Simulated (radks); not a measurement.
All-electron atom: the osmium ion Os2+ in [Xe] 4f14 5d(3/2: 4, 5/2: 2) (the NIST ground configuration). Calculated with a radial shooting solver on a logarithmic mesh with Libxc functionals: Dirac Kohn-Sham, PBE, spin-unpolarised, spherical densities, point nucleus. Some entries of the table are withheld. Estimate them.

orbital,occ.,eigenvalue (eV),<1/r> (bohr^-1)
1s1/2,2,-73786.89,90.52
2s1/2,2,-12854.76,22.11
2p1/2,2,-12306.18,22.06
2p3/2,4,-10774.74,18.31
3s1/2,2,-3004.060,8.115
3p1/2,2,-2759.106,8.027
3p3/2,4,-2425.138,7.055
3d3/2,4,-2015.667,6.951
3d5/2,6,-1943.342,6.724
4s1/2,2,-647.1388,3.419
4p1/2,2,-544.4092,3.308
4p3/2,4,-465.9665,2.970
4d3/2,4,(1),2.760
4d5/2,6,(2),2.680
5s1/2,2,-108.1217,1.347
5p1/2,2,-76.5284,1.218
4f5/2,6,(3),2.257
4f7/2,8,(4),2.225
5p3/2,4,-64.3339,1.098
5d3/2,4,-23.3960,0.7796
5d5/2,2,-22.2616,0.7522

Answer. 
(1) 4d3/2 eigenvalue (eV): -297.6306
(2) 4d5/2 eigenvalue (eV): -283.1032
(3) 4f5/2 eigenvalue (eV): -70.1146
(4) 4f7/2 eigenvalue (eV): -67.3098
